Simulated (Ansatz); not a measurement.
System: hydrogen iodide, HI, charge 0, multiplicity 1. 
Structure (B3LYP-D3(BJ)/def2-TZVP (Ansatz, a quantum-chemistry and plane-wave program) minimum search):
```
I
H 1 1.6155
```
Charge 0, spin multiplicity 1.

### Question
Give the harmonic wavenumbers at B3LYP-D3(BJ)/def2-TZVP (Ansatz, finite differences of forces, unscaled).

### Answer
2300 cm⁻¹. Zero-point energy 3.3 kcal/mol.

### Question
From these and the geometry, give the ideal-gas thermochemistry at 298.15 K and 1 atm (rigid rotor, harmonic oscillator).

### Answer
Point group C∞v, rotational symmetry number 1. Rotational constants 193.6, 193.6 GHz. S(trans) 40.45, S(rot) 8.88, S(vib) 0.00, S(elec, spin only) 0.00, S 49.3 cal/(mol K). H(298) - H(0) 2.07 kcal/mol; G - E(el) -9.3 kcal/mol. Tabulated S at 1 bar: 49.4 cal/(mol K) (CRC Handbook, as tabulated in the package chemicals).
